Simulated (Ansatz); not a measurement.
Consider the ligand exchange at a Mg–S bond: `C[S][Mg][O][SiH3]` + silanol → `[SiH3][O][Mg][O][SiH3]` + CH₃SH.

Computed with Ansatz on PBE0-D4/def2-TZVP structures; ΔE is electronic, products minus reactants. CBS: MP2 limit from def2 TZ/QZ plus the TZ coupled-cluster correction, frozen cores. This one scheme is used for every species. Functionals use def2-TZVPP. For Mg outer-core shells are correlated without core-valence functions, which leaves a few kJ/mol of doubt a bond. Each species was taken in one conformer, which may not be the lowest.

| level | ΔE (kJ/mol) |
| --- | --- |
| r2SCAN0-D4 | -38.3 |
| BLYP | -39.7 |

Task: What does CCSD(T)/CBS give? (An estimate is asked.)

Result: Computed: -45.8 kJ/mol. The listed levels differ from it by 7.5, 6.1 kJ/mol.

Largest T1 diagnostic among the species: 0.011.

From BLYP to BHLYP (50 % exact exchange), in def2-TZVPP and without D4, ΔE moves by −3.2 kJ/mol. At CCSD(T), def2-SVP lies −8.0 kJ/mol from the extrapolated value and def2-TZVPP +2.7 kJ/mol. Leaving LDA and LC-ωPBE aside and taking each functional with its dispersion term where it has one, the values, not all of them listed here, spread over 15.2 kJ/mol, from CAM-B3LYP-D4 to PBE-D4.
